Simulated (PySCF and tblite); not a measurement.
C₇H₁₁N, numbered as in [N:1]#[C:2][CH:3]1[CH2:4][CH2:5][CH2:6][CH2:7][CH2:8]1.

Conformers came from 90 starts (ETKDG and KDG, MMFF94s, GFN2-xTB); geometries are PBE0-D3(BJ)/def2-SVP. Free energies are PBE0-D3(BJ)/def2-TZVP single points with GFN2-xTB rigid-rotor and vibrational terms (modes under about 100 cm⁻¹ blended into free rotors). Symmetry numbers and mirror images are counted. Conformers within 4 kcal/mol (GFN2-xTB free energy) were kept, 5 at most. GIAO shieldings: PBE0/pcSseg-1. Shifts are against TMS (¹H), TMS (¹³C), NH3 (¹⁵N) at the same level. Codes: tblite and PySCF.

The 6-ring runs over atoms 3–4–5–6–7–8.

| conformer | shape | symmetry | E(GFN2) kcal/mol | E(DFT) kcal/mol |
| --- | --- | --- | --- | --- |
| 1 | 6-ring chair (all substituents equatorial) | Cs | 0.03 | 0.04 |
| 2 | 6-ring chair (C2 axial) | Cs | 0.00 | 0.00 |

(1) How much do the weights at 298.15 K and the averaged shift of H3 depend on how the conformers are weighted?

Results:

(1) 
```csv
weighting,1 (%),2 (%),δ (ppm),rms dipole (D)
"DFT energy with thermal terms, symmetry and mirror images (full scheme)",53,47,2.13,4.35
DFT energy with symmetry and mirror images,48,52,2.16,4.33
bare DFT energy,48,52,2.16,4.33
GFN2-xTB energy with symmetry and mirror images,49,51,2.16,4.33
GFN2-xTB free energy,53,47,2.13,4.35
leading conformer alone,100,0,1.86,4.54
equal weights,50,50,2.15,4.33
```

The largest departure from the full scheme, 0.28 ppm, comes with: leading conformer alone.


¹⁵N shifts are against a computed isolated NH3 molecule, about 20 ppm from the liquid.